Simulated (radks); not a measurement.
The numbers below are computed, except where a source is named.
All-electron atom: Pr IV in [Kr] 4d10 4f2 5s2 5p5.75 5d0.25 (fractional occupations, a model configuration).

Level of theory: Dirac Kohn-Sham, exchange-only LDA, spin-unpolarised, spherical densities, point nucleus; open shells fill j = l - 1/2 first (a radial shooting solver on a logarithmic mesh with Libxc functionals).

Energy parts (hartree):
total: -9228.6580
kinetic: 9929.5774
electron-nucleus: -22474.6599
Hartree: 3519.6166
exchange: -203.1919

Orbitals (lengths in bohr, moments of r in powers of bohr; r(90%) holds 90 % of the orbital's charge):
| orbital | occ. | eigenvalue (hartree) | r(90%) | <r> |
|---|---|---|---|---|
| 1s1/2 | 2 | -1534.831 | 0.0435 | 0.02411 |
| 2s1/2 | 2 | -247.7344 | 0.159 | 0.1027 |
| 2p1/2 | 2 | -234.2814 | 0.142 | 0.08609 |
| 2p3/2 | 4 | -216.5840 | 0.150 | 0.09239 |
| 3s1/2 | 2 | -54.29095 | 0.400 | 0.2724 |
| 3p1/2 | 2 | -48.55929 | 0.394 | 0.2620 |
| 3p3/2 | 4 | -45.05607 | 0.411 | 0.2743 |
| 3d3/2 | 4 | -35.01894 | 0.384 | 0.2454 |
| 3d5/2 | 6 | -34.26336 | 0.389 | 0.2493 |
| 4s1/2 | 2 | -11.63783 | 0.894 | 0.6218 |
| 4p1/2 | 2 | -9.49136 | 0.931 | 0.6391 |
| 4p3/2 | 4 | -8.72783 | 0.971 | 0.6670 |
| 4d3/2 | 4 | -5.19466 | 1.08 | 0.7180 |
| 4d5/2 | 6 | -5.05999 | 1.09 | 0.7279 |
| 4f5/2 | 2 | -1.06879 | 1.72 | 1.009 |
| 4f7/2 | 0 | -1.05406 | 1.74 | 1.019 |
| 5s1/2 | 2 | -2.37331 | 2.10 | 1.467 |
| 5p1/2 | 2 | -1.77286 | 2.36 | 1.629 |
| 5p3/2 | 3.75 | -1.65587 | 2.47 | 1.705 |
| 5d3/2 | 0.25 | -0.85412 | 3.43 | 2.302 |
| 5d5/2 | 0 | -0.84175 | 3.47 | 2.333 |

The highest occupied level is 5d3/2 at -23.242 eV. The configuration is held as typed, so some empty levels lie below it. Summed over all electrons, <r^2> = 38.64 bohr^2, which gives a Langevin (diamagnetic) susceptibility term of -30.6 x 10^-6 cm^3/mol.
